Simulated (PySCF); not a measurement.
# What builds the first ionisation energy along the 4p block

All values are computed (PySCF 2.14, energy differences of UHF-based or UKS calculations, no spin-orbit coupling). Each column adds one step, in eV (sums use unrounded values): valence MP2, valence CCSD, valence triples, then the next inner shell at CCSD(T) (Ga 3s 3p 3d, Ge 3s 3p 3d, As 3s 3p 3d, Se 3s 3p 3d, Br 3s 3p 3d, Kr 3s 3p 3d). References (NIST) marked * lie between the lowest fine-structure levels; the others compare directly ((s) semi-empirical, (t) theoretical).

```json
{"element": "Ga [Ar] 3d10 4s2 4p1 → [Ar] 3d10 4s2 (def2-TZVPPD, non-relativistic)", "UHF": "5.548", "+ MP2": "0.201", "+ CCSD": "0.060", "+ (T)": "0.024", "+ inner shell": "0.062", "sum": "5.895", "reference": "5.931"}
{"element": "Ge [Ar] 3d10 4s2 4p2 → [Ar] 3d10 4s2 4p1 (def2-TZVPPD, non-relativistic)", "UHF": "7.435", "+ MP2": "0.340", "+ CCSD": "0.026", "+ (T)": "0.028", "+ inner shell": "0.051", "sum": "7.879", "reference": "7.925"}
{"element": "As [Ar] 3d10 4s2 4p3 → [Ar] 3d10 4s2 4p2 (def2-TZVPPD, non-relativistic)", "UHF": "9.447", "+ MP2": "0.475", "+ CCSD": "-0.037", "+ (T)": "0.032", "+ inner shell": "0.037", "sum": "9.953", "reference": "10.008"}
{"element": "Se [Ar] 3d10 4s2 4p4 → [Ar] 3d10 4s2 4p3 (def2-TZVPPD, non-relativistic)", "UHF": "8.586", "+ MP2": "0.663", "+ CCSD": "0.113", "+ (T)": "0.030", "+ inner shell": "0.026", "sum": "9.418", "reference": "9.635"}
{"element": "Br [Ar] 3d10 4s2 4p5 → [Ar] 3d10 4s2 4p4 (def2-TZVPPD, non-relativistic)", "UHF": "10.760", "+ MP2": "0.812", "+ CCSD": "-0.001", "+ (T)": "0.036", "+ inner shell": "0.021", "sum": "11.628", "reference": "11.844"}
{"element": "Kr [Kr] → [Ar] 3d10 4s2 4p5 (def2-TZVPPD, non-relativistic)", "UHF": "13.087", "+ MP2": "0.940", "+ CCSD": "-0.123", "+ (T)": "0.041", "+ inner shell": "0.016", "sum": "13.960", "reference": "14.222"}
```

What remains against the references is mostly basis incompleteness.

These are valence bases, so the inner-shell step is incomplete.
